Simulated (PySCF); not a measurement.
Al(F)(OMe)(NH2) (CH₅AlFNO), SMILES C[O][Al]([NH2])[F]. Atoms are numbered in the order given.

```xyz
10

Al    -0.0423    -0.5011     0.0000
F     -1.6873    -0.7553     0.0000
O      0.5826     1.0639     0.0000
C      0.1494     2.3903     0.0000
H      0.5301     2.9235     0.8903
H     -0.9535     2.4827     0.0000
H      0.5301     2.9235    -0.8903
N      1.0394    -1.8843     0.0000
H      0.7438    -2.8542     0.0000
H      2.0518    -1.8258     0.0000
```

Geometry: r2SCAN-D4/def2-SVP. The structure was generated by enumeration; whether it is a known compound was not checked. Other conformers were not sampled.

These are r2SCAN/def2-TZVP run with PySCF values and carry that method's errors.

Isolated molecule, no solvent.

| Property | Result |
|---|---|
| total energy | -513.49446 hartree |
| point group | Cs |
| highest occupied level | -6.39 eV |
| lowest empty level | -0.67 eV |
| orbital gap | 5.72 eV |
| dipole moment | 0.292 e·Å |
| quadrupole, principal values (traceless, Buckingham form, about the centre of nuclear charge) | -8.14, -0.22, 8.36 D·Å |
| mean static polarisability | 45.7 bohr³ (6.77 Å³) |
| polarisability, principal values | 40.1, 42.2, 54.8 bohr³ |
